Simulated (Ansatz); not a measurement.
Total energies of Cs₃Cl₃ from Ansatz at PBE0-D4/def2-TZVPD, gas phase (1 Eh = 27.2114 eV = 2625.5 kJ/mol). The reference geometry is relaxed at PBE0-D4/def2-SVP.

Cartesian coordinates in Å:
```
Cs -2.5569 -0.7118 2.1091
Cs 1.6542 -1.5458 -0.0299
Cs -0.2323 1.9403 -1.1439
Cl 0.2388 0.7579 2.0157
Cl -1.6215 -1.1410 -0.8780
Cl 2.5177 0.7004 -2.0730
```

```tsv
state	geometry	energy (Eh)
charge 0 singlet	reference	-1441.00598
charge -1 doublet	reference	-1441.02058
charge -1 doublet	relaxed at PBE0-D4/def2-SVPD	-1441.02259
free Cs atom (doublet)	–	-20.13997
free Cl atom (doublet)	–	-459.99797
```

In the def2 sets Cs takes a core potential; there is no spin–orbit coupling.

(1) Work out the vertical electron affinity, to the doublet.

(2) How much does the charge -1 doublet relax, and what is the adiabatic electron affinity?

(3) What is the binding energy per atom against free atoms?

(1) E(charge 0 singlet) − E(charge -1 doublet) = -1441.00598 − (-1441.02058) = 0.01460 Eh = 0.40 eV.

(2) Relaxation: -1441.02058 − (-1441.02259) = 0.00201 Eh = 0.05 eV. Adiabatic electron affinity: 0.01661 Eh = 0.45 eV, without zero-point energy. 

(3) Atoms: 3 × (-20.13997) + 3 × (-459.99797) = -1440.41382 Eh. Binding: -1440.41382 − (-1441.00598) = 0.59216 Eh = 16.11 eV, or 2.69 eV for each of 6 atoms (no zero-point energy, no counterpoise term).

At PBE0-D4/def2-TZVPD the highest occupied level of the charge -1 doublet lies above zero (up to 0.39 eV). By energy differences its removal costs 0.40 eV (vertical, to the charge 0 singlet, at PBE0-D4/def2-TZVPD); a positive level beside a positive removal energy at the same level points to self-interaction error. At PBE0-D4/def2-TZVPD the highest occupied level of the relaxed charge -1 doublet lies above zero (up to 0.30 eV). By energy differences its removal costs 0.45 eV (each at its own geometry, to the charge 0 singlet, at PBE0-D4/def2-TZVPD); the vertical value is larger still, so the positive level points to self-interaction error. 

The structure comes from a short search, and lower isomers may exist.
